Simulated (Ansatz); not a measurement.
Input file for Ansatz (a first-principles code): R-B3LYP-D3(BJ)/def2-TZVP on HNSi (SMILES [NH+]#[Si-]).

Ansatz 0.2 input:
```yaml
crystal:
  periodic: [false, false, false]
  atoms:
    - {symbol: H, position_ang: [0.00000000, 0.00000000, -1.18330000]}
    - {symbol: N, position_ang: [0.00000000, 0.00000000, -0.18330000]}
    - {symbol: Si, position_ang: [0.00000000, 0.00000000, 1.36670000]}
basis:
  gaussian:
    orbitals: def2-TZVP
hamiltonian:
  xc: b3lyp
  dispersion: d3bj
relax: {f_tol: 0.004, max_steps: 120}
scf: {lower_state_search: off}
```

Program output:

```
WARN ansatz: RAYON_NUM_THREADS=1 ignored (pool sized by the plan → 1); use --threads N
Functional definition: B3LYP
these checks for a lower state are left out or cut short: stability, starts, cluster_reference, orbital_swaps, neighbouring_geometries, increment
integrals: 0.01 GiB planned
460 factors; their error is unknown
mean field: 0.15 GiB planned
mean field evaluation 1: about -9372.1527 eV, gradient 7.8e1 eV
mean field evaluation 2: about -9293.9623 eV, gradient 1.5e2 eV
mean field evaluation 4: about -9384.4022 eV, gradient 8.2e0 eV
mean field evaluation 8: about -9384.5910 eV, gradient 2.0e-1 eV
mean field evaluation 16: about -9384.5911 eV, gradient 4.7e-6 eV
mean field -9384.59109654 eV, -344.8773616936 hartree, gradient 4.6e-6 eV, S^2 0.000000; 0 other end points of the search recorded, 0 dependent functions left out
the calculation of the forces begins
reference -9384.59126565 eV, -344.8773679083 hartree; 11, 11 occupied and 63, 63 virtual orbitals, 460 factors
relax step   1: F+E_penalty+E_count = -9384.66307953 eV  Δ(F+E_penalty+E_count) = +0.000e0 eV  max|allowed force component| = 2.993e-2 eV/Å  Δτ_max = 0.0000 Å  (16 SCF iters, accepted)
these checks for a lower state are left out or cut short: stability, starts, cluster_reference, orbital_swaps, neighbouring_geometries, increment
integrals: 0.01 GiB planned
460 factors; their error is unknown
mean field: 0.14 GiB planned
mean field -9384.59110061 eV, -344.8773618432 hartree, gradient 3.0e-6 eV, S^2 0.000000; 0 other end points of the search recorded, 0 dependent functions left out
the calculation of the forces begins
reference -9384.59126973 eV, -344.8773680580 hartree; 11, 11 occupied and 63, 63 virtual orbitals, 460 factors
relax step   2: F+E_penalty+E_count = -9384.66308490 eV  Δ(F+E_penalty+E_count) = -5.365e-6 eV  max|allowed force component| = 1.249e-2 eV/Å  Δτ_max = 0.0002 Å  (21 SCF iters, accepted)
these checks for a lower state are left out or cut short: stability, starts, cluster_reference, orbital_swaps, neighbouring_geometries, increment
integrals: 0.01 GiB planned
460 factors; their error is unknown
mean field: 0.14 GiB planned
mean field evaluation 32: about -9384.5911 eV, gradient 3.0e-6 eV
mean field -9384.59110075 eV, -344.8773618482 hartree, gradient 3.0e-6 eV, S^2 0.000000; 0 other end points of the search recorded, 0 dependent functions left out
the calculation of the forces begins
reference -9384.59126987 eV, -344.8773680632 hartree; 11, 11 occupied and 63, 63 virtual orbitals, 460 factors
relax step   3: F+E_penalty+E_count = -9384.66308623 eV  Δ(F+E_penalty+E_count) = -1.328e-6 eV  max|allowed force component| = 2.533e-4 eV/Å  Δτ_max = 0.0001 Å  (21 SCF iters, accepted)
Total energy: -9384.66325534 eV, -344.8800134806 hartree
Atom 0 at    -0.000000     0.000000    -1.183174 Å, force    -0.000000    -0.000000     0.000253 eV/Å
Atom 1 at     0.000000    -0.000000    -0.183120 Å, force     0.000000     0.000000    -0.000220 eV/Å
Atom 2 at    -0.000000     0.000000     1.366393 Å, force    -0.000000    -0.000000    -0.000033 eV/Å
Dipole moment:    -0.000000    -0.000000     0.057035 e Å
Checks for a lower state left out: stability, starts, cluster_reference, orbital_swaps, neighbouring_geometries, increment
```

The run converged.

Cost: very roughly 2.4 core-seconds.
